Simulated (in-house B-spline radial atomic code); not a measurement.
Values are calculated unless marked as measured or tabulated.
# C6 from the polarisability at imaginary frequency: neutral mercury

OLYP linear response of the closed shell [Xe] 4f14 5d10 6s2, from a B-spline radial code for spherical atoms; scalar-relativistic (spin-free one-electron X2C), finite nucleus, no spin-orbit coupling; shells from n = 4 respond.

The dispersion coefficient of two like species is C6 = (3/π) ∫ α(iu)² du from 0 to ∞.

| u (hartree) | α(iu) (bohr³) |
| --- | --- |
| 0 | 36.03 |
| 0.03 | 35.62 |
| 0.07 | 33.95 |
| 0.12 | 30.74 |
| 0.2 | 25.09 |
| 0.3 | 19.37 |
| 0.45 | 13.87 |
| 0.7 | 9.103 |
| 1 | 6.273 |
| 1.5 | 3.946 |
| 2.5 | 2.04 |
| 5 | 0.739 |

(1) Fit one oscillator, α(iu) = α(0)/(1 + u²/ω²), through u = 1 and estimate C6.

(2) How does that compare with the full integral?

Results:

(1) From α(0)/α(iu) − 1 = 36.03/6.273 − 1 = 4.7437, ω = u/√4.7437 = 0.4591 hartree (12.5 eV). London's formula gives C6 = (3/4) α(0)² ω = 0.75 × 36.03² × 0.4591 = 447 hartree·bohr⁶, and the oscillator holds f = α(0) ω² = 7.60 electrons, of a sum of oscillator strengths of 58.8.

(2) The program's quadrature over all excitations gives C6 = 350.5, so the single oscillator is off by +27.6 %. At the last point the fit gives α = 0.301 against 0.739: higher excitations, and deeper shells where there are any, keep the true curve higher at large u.
